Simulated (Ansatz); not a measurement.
Reactions of C8H14O2, SMILES `CC(=O)C(C(C)=O)C(C)C`.

Program: Ansatz. Geometries: PBE0-D4/def2-TZVP. ΔE: electronic, gas phase. CBS: MP2 limit from def2 TZ/QZ plus the TZ coupled-cluster correction, frozen cores. This one scheme is used for every species, atoms too. Open shells (•) are unrestricted, without spin–orbit coupling. Spin–orbit coupling would lower the free atoms: a little for C, O. One conformer a species, not always the lowest.

Task: Order these by ΔE at CCSD(T)/CBS, lowest first. (Best estimate.)
A. `CC(=O)C(C(C)=O)C(C)C` + `C1CNC1` → `CN1CCC1` + `CCC(C(C)=O)C(C)=O`
B. `CC(=O)C(C(C)=O)C(C)C` + `O[SiH](F)F` → `CC(C)O[SiH](F)F` + `CC(=O)CC(C)=O`
C. `CC(=O)C(C(C)=O)C(C)C` + `NN` → `CNN` + `CCC(C(C)=O)C(C)=O`
D. `CC(=O)C(C(C)=O)C(C)C` + H₂ → `CCC(C(C)=O)C(C)=O` + CH₄
E. `CC(=O)C(C(C)=O)C(C)C` + H₂ → `CC(=O)CC(C)=O` + `CCC`
F. `CC(=O)C(C(C)=O)C(C)C` → `CCC(C(C)=O)C(C)=O` + `[CH2]` (triplet)
G. `CC(=O)C(C(C)=O)C(C)C` → `CCCC(C(C)=O)C(C)=O`
H. `CC(=O)C(C(C)=O)C(C)C` → 8 C• + 14 H• + 2 O•

Result: D (-0.63 eV), E (-0.48 eV), G (+0.08 eV), A (+0.18 eV), C (+0.31 eV), B (+0.45 eV), F (+4.59 eV), H (+105.03 eV).

Largest T1 diagnostic: 0.015, for `CC(=O)CC(C)=O`.
